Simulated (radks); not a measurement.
Task: Pt10+, configuration [Xe] 4f14. Method: Dirac Kohn-Sham, PBEsol, spin-unpolarised, spherical densities, finite nucleus; Fermi nuclear charge, rms radius 5.427 fm; computed with a radial shooting solver on a logarithmic mesh with Libxc functionals. Some entries of the table are withheld. Estimate them.

orbital  occ.  eigenvalue (eV)  r(max) (bohr)
1s1/2       2        -78417.07        0.01062
2s1/2       2        -13909.29        0.06146
2p1/2       2        -13343.66        0.04533
2p3/2       4        -11615.73        0.05259
3s1/2       2              (1)         0.1729
3p1/2       2        -3142.124         0.1614
3p3/2       4        -2762.168         0.1762
3d3/2       4        -2336.027         0.1374
3d5/2       6        -2254.060         0.1414
4s1/2       2        -862.2669         0.3903
4p1/2       2        -753.9207            (2)
4p3/2       4        -663.1983            (3)
4d3/2       4        -485.2493         0.4127
4d5/2       6        -468.3371         0.4222
5s1/2       2        -263.5845         0.8571
4f5/2       6        -240.4031            (4)
4f7/2       8        -236.8779            (5)
5p1/2       2        -226.8062         0.8994
5p3/2       4        -208.9709         0.9676
5d3/2       0        -154.1312          1.093
5d5/2       0        -151.4019          1.115
6s1/2       0        -121.8520          1.741

Result: 
(1) 3s1/2 eigenvalue (eV): -3397.017
(2) 4p1/2 r(max) (bohr): 0.3887
(3) 4p3/2 r(max) (bohr): 0.4193
(4) 4f5/2 r(max) (bohr): 0.3814
(5) 4f7/2 r(max) (bohr): 0.3860
